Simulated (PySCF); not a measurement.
K(I) cation (IK), SMILES [K][I] (connectivity only; charge and spin as stated), charge +1, multiplicity 2. Atoms are numbered in the order given.

```xyz
2

K      0.0000     0.0000    -2.6349
I      0.0000     0.0000     0.9446
```
Charge +1, spin multiplicity 2.

Geometry: PBE0-D3(BJ)/def2-TZVPD. The multiplicity is an assumed one; other spin states were not compared. The def2 effective core potentials stand for the cores of I; spin–orbit coupling is left out.

Calculation: PBE/def2-TZVPD run with PySCF.

```
Property                                                           Result
------------------------------------------------  -----------------------
total energy                                           -897.20428 hartree
point group                                                           C∞v
α spin, highest occupied and lowest empty level       -11.03 and -5.73 eV
β spin, highest occupied and lowest empty level      -10.71 and -10.59 eV
dipole moment about the centre of nuclear charge                  10.60 D
⟨S²⟩                                              0.752 (pure state 0.75)
```
